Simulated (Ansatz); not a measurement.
A search over several starts for the lowest SCF solution of the cluster GaSb₂⁺ at the given spin, in a small basis.

```yaml
crystal:
  periodic: [false, false, false]
  atoms:
    - {symbol: Ga, position_ang: [-0.898212, 0.566383, 1.402448]}
    - {symbol: Sb, position_ang: [0.494321, 0.914997, -1.157248]}
    - {symbol: Sb, position_ang: [0.403881, -1.481370, -0.245201]}
basis:
  gaussian: {orbitals: def2-SVP}
total_charge: 1
hamiltonian: {xc: pbe0, dispersion: d4}
output: {orbitals: {seedname: orbitals}}
```

```sh
$ ansatz run in.yaml --threads 4 --pin off --events-out ev --progress --plain --max-ram 3916MiB
```

Shortened log:

```
Functional definition: PBE0
987 factors; integrals over basis functions are off by at most 2.4e-4 eV
mean field evaluation 1: about -65432.3402 eV, gradient 1.8e1 eV
mean field evaluation 2: about -65432.4081 eV, gradient 1.9e1 eV
mean field evaluation 4: about -65433.4407 eV, gradient 7.0e-1 eV
mean field evaluation 8: about -65433.4710 eV, gradient 1.7e-1 eV
mean field evaluation 16: about -65433.4711 eV, gradient 2.7e-5 eV
mean field -65433.47112419 eV, -2404.6357114143 hartree, gradient 2.7e-5 eV, S^2 0.000000; 0 other end points of the search recorded, 0 dependent functions left out
reference -65433.47114616 eV, -2404.6357122216 hartree; 38, 38 occupied and 46, 46 virtual orbitals, 987 factors
Total energy: -65433.59310056 eV, -2404.6401939633 hartree
```

It took 1.1 s on 4 threads of Arm Neoverse V2 on a shared host.

In the def2 sets Sb takes a core potential; there is no spin–orbit coupling. A triplet lies near this restricted singlet, and broken spin symmetry wasn't tried. The structure comes from a short search, and lower isomers may exist.
